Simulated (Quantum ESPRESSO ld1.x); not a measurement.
Task: The mean radii <r> (bohr) of the occupied orbitals of an atom or ion are listed with their occupations. All-electron calculation, scalar-relativistic Kohn-Sham, LDA (Slater exchange, Perdew-Zunger correlation), spin-polarised, spherical densities, point nucleus. Program: ld1.x of Quantum ESPRESSO 7.5.

orbital  occ.      <r>
1s up       1  0.02668
1s down     1  0.02668
2s up       1   0.1147
2s down     1   0.1147
2p up       3   0.1003
2p down     3   0.1003
3s up       1   0.3069
3s down     1   0.3068
3p up       3   0.3047
3p down     3   0.3047
3d up       5   0.2810
3d down     5   0.2810
4s up       1   0.7166
4s down     1   0.7163
4p up       3   0.7648
4p down     3   0.7639
4d up       5   0.8751
4d down     5   0.8709
5s up       1    1.744
5s down     1    1.739
5p up       3    1.998

Name the element and its charge. Open shells, if any, are filled with parallel spins first.

Result: Z = 54, xenon, charge +3: Xe3+ in [Kr] 4d10 5s2 5p3. The 1s radius gives Z: for a bare nucleus <r> = (2 gamma + 1)/(2Z) with gamma = sqrt(1 - (Z/c)^2), 0.02628 bohr for Z = 54, and screening makes it slightly larger (0.02668 here). The occupations add up to 51, and the charge is Z minus that.
